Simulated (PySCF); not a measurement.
## Radial density of V³⁺ (vanadium, charge +3)

UHF, [Ar] 3d2, high-spin 3F determinant. Calculation: PySCF 2.14, in aug-cc-pVQZ-DK (9s8p6d4f3g2h, 140 functions); scalar relativity by spin-free X2C-1e.

| r (bohr) | 4πr²ρ (e/bohr) | 4πr²(ρα − ρβ) |
| --- | --- | --- |
| 0.00113 | 0.1757 | 0.0000 |
| 0.00190 | 0.4479 | 0.0000 |
| 0.00320 | 1.119 | 0.0000 |
| 0.00539 | 2.705 | -0.0001 |
| 0.00906 | 6.159 | -0.0002 |
| 0.0152 | 12.63 | -0.0005 |
| 0.0256 | 21.60 | -0.0007 |
| 0.0431 | 27.43 | -0.0004 |
| 0.0725 | 23.60 | 0.0013 |
| 0.122 | 21.61 | 0.0103 |
| 0.205 | 29.74 | 0.0802 |
| 0.345 | 18.23 | 0.4435 |
| 0.581 | 9.147 | 1.3092 |
| 0.977 | 10.49 | 1.6471 |
| 1.64 | 2.373 | 0.6880 |
| 2.76 | 0.09104 | 0.0630 |
| 4.65 | 0.0003379 | 0.0003 |

Densities and radii are taken from the X2C orbitals without a picture-change correction, which distorts them close to the nucleus.
